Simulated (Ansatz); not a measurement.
One change: `C[CH]([SiH3])[AlH][AlH2]` becomes `CC([SiH3])BCl`.

Ansatz, PBE0-D4/def2-TZVP geometries, multiplicity 1. Each molecule was computed in one conformer, which needn't be the lowest.

| property | `C[CH]([SiH3])[AlH][AlH2]` |
| --- | --- |
| size of the dipole moment (ωB97M-V/def2-TZVPP) / D | 1.08 |
| HOMO energy (B3LYP/def2-TZVPP) / eV | -6.56 |
| LUMO energy (PBE/def2-TZVPP) / eV | -2.84 |
| LUMO energy (PBE0/def2-TZVPP) / eV | -2.08 |
| HOMO energy (ωB97M-V/def2-TZVPP) / eV | -8.66 |
| HOMO energy (PBE0/def2-TZVPP) / eV | -6.74 |

Q: What does the change do to each property? (Estimate.)

A: Computed: 
```tsv
property	`CC([SiH3])BCl`	shift
size of the dipole moment (ωB97M-V/def2-TZVPP) / D	1.51	0.43
HOMO energy (B3LYP/def2-TZVPP) / eV	-7.98	-1.42
LUMO energy (PBE/def2-TZVPP) / eV	-2.28	0.56
LUMO energy (PBE0/def2-TZVPP) / eV	-1.35	0.73
HOMO energy (ωB97M-V/def2-TZVPP) / eV	-10.43	-1.77
HOMO energy (PBE0/def2-TZVPP) / eV	-8.20	-1.46
```

With PBE0 the HOMO falls by 1.46 eV and the LUMO rises by 0.73 eV, so the gap widens by about 2.19 eV. PBE moves the HOMO by -1.15 eV and ωB97M-V by -1.77 eV. Dipoles are sizes alone; their direction can turn.

B3LYP here is the variant with VWN-RPA as its local correlation; programs differ in this.
